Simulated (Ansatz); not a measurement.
Program: Ansatz. Geometries: PBE0-D4/def2-TZVP. ΔE: electronic, gas phase. CCSD(T)/CBS is the MP2 limit (def2-TZVPP, def2-QZVPP) plus CCSD(T) − MP2 in def2-TZVPP, frozen cores. DFT in def2-TZVPP. B3LYP here is the variant with VWN-RPA as its local correlation; programs differ in this. For Se outer-core shells are correlated without core-valence functions, which leaves a few kJ/mol of doubt a bond. Scalar relativity is left out up to krypton. Each species was taken in one conformer, which may not be the lowest.

Reaction (formal exchange of groups at the Se–Si bond): `N[SiH2][SeH]` + `CC(O)F` → `C[SeH]` + `N[SiH2]C(O)F`

(1) Is it downhill or uphill in electronic energy at CCSD(T)/CBS, and by how much? (Best estimate.)

(2) What do these levels give: PBE-D4, PBE0-D4, B3LYP-D4, ωB97X-V, PBE, r2SCAN, PBE0, SCS-MP2/def2-TZVPP, HF/def2-QZVPP, MP2/def2-QZVPP, HF/CBS(def2), MP2/CBS(def2)? (An estimate is asked.)

Largest T1 diagnostic among the species: 0.012.

Answers

(1) The calculation gave: Uphill: ΔE = +122.7 kJ/mol.

(2) Ansatz gave: PBE-D4 112.2, PBE0-D4 121.1, B3LYP-D4 114.2, ωB97X-V 117.4, PBE 113.4, r2SCAN 122.0, PBE0 122.1, SCS-MP2/def2-TZVPP 119.8, HF/def2-QZVPP 135.4, MP2/def2-QZVPP 125.1, HF/CBS(def2) 135.4, MP2/CBS(def2) 127.1 kJ/mol.

From PBE to PBE0 (25 % exact exchange), in def2-TZVPP and without D4, ΔE moves by +8.7 kJ/mol. In def2-TZVPP, CCSD(T) changes the Hartree–Fock value by −17.4 kJ/mol (the triples alone add −2.6 kJ/mol) and MP2 by −13.0 kJ/mol.
